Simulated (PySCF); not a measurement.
**Xe: excitation energy**

Xe [Xe] (1S) → Xe [Kr] 4d10 5s1 5p6 5d1 (3D), as a difference of total energies. All numbers are calculated (PySCF 2.14, scalar relativity through the core potential, in aug-cc-pVDZ-PP with ECP28MDF (5s4p3d, 32 functions)). Correlated levels: valence: 4s2 4p6 4d10 frozen. The calculations carry no spin-orbit coupling.

```csv
method,excitation energy (eV)
UHF,26.546
LDA,24.094
PBE,23.778
PBE0,24.574
r2SCAN,24.497
BLYP,23.878
HSE06,24.538
M06-2X,25.146
r2SCANh,24.719
MP2 (valence),25.505
SCS-MP2 (valence),25.232
```

Task: How much does correlation contribute at MP2 (valence)?

Result: 25.505 − (26.546) = -1.041 eV, measured against UHF.

The upper state lies above the first ionisation limit, where it may autoionise and the basis confines it.

The promoted electron is Rydberg-like, and one or two diffuse shells describe it only roughly, which tends to raise the upper state.

In the upper state the promoted electron has a positive orbital energy at LDA, PBE, PBE0, r2SCAN, BLYP, HSE06, M06-2X, r2SCANh, so the basis confines it.
